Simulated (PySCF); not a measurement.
**Nuclear quadrupole coupling in `CC1=C[C@@H]1N(C)C=O`**

Compound: C6H9NO.
Cartesian coordinates in Å at the GFN2-xTB level; atoms count from 1:
```
atom  x, y, z in Å
C1     2.2940    1.1614    0.0377
C2     1.2221    0.3156   -0.4873
C3     0.4051   -0.0731   -1.4241
C4     0.2695   -0.7812   -0.1111
N5    -0.8589   -0.4833    0.7300
C6    -2.1793   -0.5963    0.1531
C7    -0.7089   -0.0946    2.0063
O8    -1.6027    0.1832    2.7712
H9     1.9085    1.7823    0.8469
H10    2.6960    1.8034   -0.7438
H11    3.0931    0.5409    0.4436
H12    0.0199   -0.0113   -2.4106
H13    0.6178   -1.8087   -0.0054
H14   -2.3452   -1.6115   -0.2119
H15   -2.2922    0.1057   -0.6761
H16   -2.9031   -0.3611    0.9312
H17    0.3571   -0.0595    2.3001
```

Field gradients from the PBE0/pcSseg-1 density (PySCF, non-relativistic), principal values in atomic units, ordered |Vxx| ≤ |Vyy| ≤ |Vzz|:

```
atom     Vxx     Vyy      Vzz
  N5  0.4154  0.5337  -0.9492
  O8  0.7837  0.7863  -1.5701
```

Q: Find the asymmetry η = (Vxx − Vyy)/Vzz and the couplings χ = eQV/h (234.96 MHz × Q in barn × V in au), with Q(14N) = 0.02044 b, Q(17O) = −0.0256 b.

A: 
```
atom     environment  nucleus     η  χzz (MHz)  χxx (MHz)  χyy (MHz)
  N5  amide nitrogen      14N  0.12     -4.559      1.995      2.563
  O8    amide oxygen      17O  0.00       9.44      -4.71      -4.73
```

The gradient is axial or nearly so (η below 0.05) at O8. 

Q: What is Vzz at O8 in SI units (1 au = 9.71736 × 10²¹ V/m²)?

A: -1.5701 au = -15.257 × 10²¹ V/m².

Q: What couplings would deuterons (Q(2H) = 0.00286 b) have in place of the hydrogens, at this geometry?

A: 
| atom | bonded to | bond length (Å) | Vzz (au) | η | χzz (kHz) |
| --- | --- | --- | --- | --- | --- |
| H9 | C1 | 1.090 | 0.3067 | 0.03 | 206 |
| H10 | C1 | 1.088 | 0.3109 | 0.02 | 209 |
| H11 | C1 | 1.090 | 0.3079 | 0.03 | 207 |
| H12 | C3 | 1.061 | 0.3721 | 0.01 | 250 |
| H13 | C4 | 1.090 | 0.3074 | 0.11 | 207 |
| H14 | C6 | 1.092 | 0.3034 | 0.06 | 204 |
| H15 | C6 | 1.092 | 0.3025 | 0.06 | 203 |
| H16 | C6 | 1.088 | 0.2988 | 0.04 | 201 |
| H17 | C7 | 1.106 | 0.2743 | 0.05 | 184 |

The structure is a single GFN2-xTB conformer in the gas phase; no vibrational or solvent corrections. GFN2-xTB bond lengths can be off by several hundredths of an ångström, more for odd bonds, and the gradients follow them. The basis is small and wasn't made for field gradients, so the couplings can be 20 % off.
